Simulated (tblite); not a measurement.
Distances in Å between the heavy atoms of a computed structure (GFN2-xTB; lower triangle, same order across):
```
C1    0.00
S2    1.80  0.00
C3    2.77  1.81  0.00
C4    3.44  2.80  1.53  0.00
S5    3.30  3.61  2.78  1.81  0.00
C6    4.85  4.13  2.50  1.53  2.69  0.00
F7    5.54  4.41  2.88  2.38  3.94  1.37  0.00
```

Hydrogens: 3 on C1, 2 on C3, 1 on C4, 2 on C6.

Doublet state.

Task: Read off the bonds between heavy atoms and their formal orders.

Result: C1–S2 (single); S2–C3 (single); C3–C4 (single); C4–S5 (single); C4–C6 (single); C6–F7 (single).

Task: Which species is it?

Result: `CSCC([S])CF`, C4H8FS2. The mark at the stereocentre is left out: distances alone don't tell a structure from its mirror image.

Task: Classify the heavy atoms.

Result: C1: carbon bonded to S and 3 H; S2: sulfur bonded to 2 C; C3: carbon bonded to C, S and 2 H; C4: carbon bonded to 2 C, S and H; S5: sulfur bonded to C; C6: carbon bonded to C, F and 2 H; F7: fluorine bonded to C.

The values belong to the conformer `[CH3:1][S:2][CH2:3][C@H:4]([S:5])[CH2:6][F:7]`: C1–S2–C3–C4 82°, S2–C3–C4–S5 -77°, C3–C4–C6–F7 -61°.
